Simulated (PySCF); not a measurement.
Coordinates in bohr (charge 0 multiplicity 2):
```
Ir    0.0000    0.0000   -0.0512
O     3.1625    0.0000    0.3089
O    -3.1625    0.0000    0.3089
```

Method: UPBE0/[Ir def2-TZVP with ECP60, O def2-TZVP], scalar-relativistic core potentials, density fitting, no spin–orbit coupling, PySCF.

This geometry of IrO2 is a stationary point at this level.

Task: What is the point group?

Result: C2v.

Task: Is it a minimum?

Result: Yes: all harmonic wavenumbers are real.

Task: What are the dipole moment and the gap between the highest occupied and lowest empty levels of either spin?

Result: 0.48 D and 3.10 eV.

Task: Give the atomic charges and bond orders.

Result: 
| atom | Mulliken | Löwdin | polar tensor | spin (Mulliken) | Mayer order to Ir1 |
| --- | --- | --- | --- | --- | --- |
| Ir1 | 0.85 | 0.62 | 1.36 | 0.99 | – |
| O2,3 | -0.43 | -0.31 | -0.68 | 0.01 | 1.95 |
Other Mayer orders above 0.3: O–O 0.44.

Task: Give the ideal-gas entropy at 298.15 K and 1 bar by parts.

Result: translation 176.4, rotation 80.2, vibration 16.8, spin 5.8; total 279.1 J/(mol K).

Other isomers or separated fragments may lie lower. With open d or f shells other occupations or spin states may lie lower. Spin–orbit coupling, left out here, can matter for elements this heavy.
